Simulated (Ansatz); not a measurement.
Born–Oppenheimer molecular dynamics of C₂H₅BMg (9 atoms, charge 0, multiplicity 1). It goes on from the last frame of an earlier run, with new velocities.

Computed with Ansatz 0.2.0, RKS CAM-B3LYP/STO-3G.

| Item | Value |
| --- | --- |
| ensemble | NVE (velocity Verlet) |
| time step | 0.5 fs |
| steps asked | 100 |
| starting velocities drawn for | 1000 K |
| seed | 711181 |

First frame:

```xyz
9
Properties=species:S:1:pos:R:3
B 0.574 0.966 -0.846
C 0.954 -0.473 -0.435
C 0.118 -1.164 0.418
Mg -1.331 -0.033 1.059
H 1.284 1.638 -1.451
H -0.335 1.387 -0.289
H 1.820 -0.992 -0.899
H 0.390 -2.227 0.524
H -2.597 0.497 1.778
```

Question: How far do the bonds stretch over the last three quarters of this one trajectory? (Pairs bonded in most of those frames.)

Answer: 
```
  bond  mean (Å)  spread (Å)  shortest  longest
 B1–C2     1.505       0.029      1.47     1.56
B1–Mg4     2.541       0.060      2.46     2.67
 B1–H5     1.168       0.007      1.15     1.18
 B1–H6     1.195       0.061      1.11     1.28
 C2–C3     1.379       0.011      1.36     1.40
C2–Mg4     2.638       0.010      2.62     2.66
 C2–H7     1.111       0.067      1.01     1.21
C3–Mg4     1.991       0.049      1.93     2.07
 C3–H8     1.126       0.065      1.03     1.21
Mg4–H6     1.901       0.082      1.80     2.11
Mg4–H9     1.556       0.011      1.54     1.57
```

Mean temperature of the second half: 567 K. The conserved energy stayed within 0.97 meV per atom of its start (net change 0.068 meV per atom), so the integration is sound. A run of 0.05 ps of so small a system gives no equilibrium averages. Limits of this set-up: minimal basis.

Time of the run: 3.8 min on 1 CPU thread of a shared host.
